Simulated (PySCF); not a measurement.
**Frontier orbitals and the lowest excitations**

Compound: C₅H₁₂GaN.
Atom-mapped SMILES: `[CH3:1][C:2]#[N+:3][GaH2-:4][CH:5]([CH3:6])[CH3:7]` (hydrogens: H8, H9, H10 on C1; H11, H12 on Ga4; H13 on C5; H14, H15, H16 on C6; H17, H18, H19 on C7)

Structure used (PBE0-D3(BJ)/def2-SVP), in Å, numbered top down from 1:
```
atom  x, y, z in Å
C1     3.4038   -0.6188    0.4504
C2     2.2538   -0.0005   -0.1738
N3     1.3384    0.4912   -0.6713
Ga4   -0.4884    1.2998   -1.4805
C5    -1.7415    0.2717   -0.2992
C6    -1.6389   -1.2340   -0.5196
C7    -1.5796    0.6371    1.1728
H8     3.9893   -1.1643   -0.3033
H9     4.0380    0.1524    0.9104
H10    3.0713   -1.3212    1.2278
H11   -0.2220    2.8239   -1.1417
H12   -0.2986    0.8107   -2.9751
H13   -2.7498    0.5953   -0.6215
H14   -2.3660   -1.7941    0.0981
H15   -1.8151   -1.5118   -1.5710
H16   -0.6376   -1.6154   -0.2504
H17   -2.3045    0.1018    1.8147
H18   -1.7161    1.7159    1.3491
H19   -0.5739    0.3750    1.5470
```

Computed with PySCF 2.14.0, density-fitted response routines, TDDFT CAM-B3LYP/def2-SVPD, vertical, gas phase, core orbitals frozen in the response. Relativistic effects, spin–orbit coupling among them, are left out although an element past zinc is present.

Frontier orbitals with the atoms that hold most of them (Löwdin shares over 4%, at most four atoms; ? is withheld):

```json
{"orbital": "LUMO+2", "ε (eV)": "0.65", "atoms": "N3 35%, C2 32%, C1 15%, H9 7%"}
{"orbital": "LUMO+1", "ε (eV)": "0.63", "atoms": "N3 34%, C2 32%, C1 15%, H10 9%"}
{"orbital": "LUMO", "ε (eV)": "0.36", "atoms": "?"}
{"orbital": "HOMO", "ε (eV)": "-7.59", "atoms": "C5 35%, Ga4 22%, C6 8%, C7 8%"}
{"orbital": "HOMO-1", "ε (eV)": "-8.53", "atoms": "?"}
{"orbital": "HOMO-2", "ε (eV)": "-10.16", "atoms": "C5 28%, H13 16%, C7 15%, C6 15%"}
{"orbital": "HOMO-3", "ε (eV)": "-10.38", "atoms": "C7 26%, C6 26%, C5 20%, H18 11%"}
```

Task: Which atoms hold the LUMO, and with what shares?

Result: C1 (bonded to C and 3 H) 35%; C2 (bonded to C and N) 19%; H8 (bonded to C) 10%; H9 (bonded to C) 10%. By element: carbon 54% or more, hydrogen 19% or more.

Task: Which atoms hold the HOMO-1, and with what shares?

Result: Ga4 (bonded to C, N and 2 H) 39%; H12 (bonded to Ga) 26%; H11 (bonded to Ga) 26%. By element: hydrogen 52% or more, gallium 39%.

Task: How does S1 compare with the orbital gap of 7.95 eV?

Result: S1 is at 5.65 eV (f = 0.0018), 2.30 eV below the gap, made of HOMO→LUMO+2 (98%). Its leading pair isn't HOMO and LUMO; the energies of that pair differ by 8.23 eV. 

Next come S2 at 5.70 eV (f 0.055), HOMO→LUMO+1 (96%); S3 at 5.92 eV (f 0.031), HOMO→LUMO (80%), HOMO→LUMO+4 (15%); S4 at 6.25 eV (f 0.010), HOMO→LUMO+3 (48%), HOMO→LUMO+4 (32%); S5 at 6.40 eV (f 0.0016), HOMO-1→LUMO+1 (93%).

One conformer stands for the species.
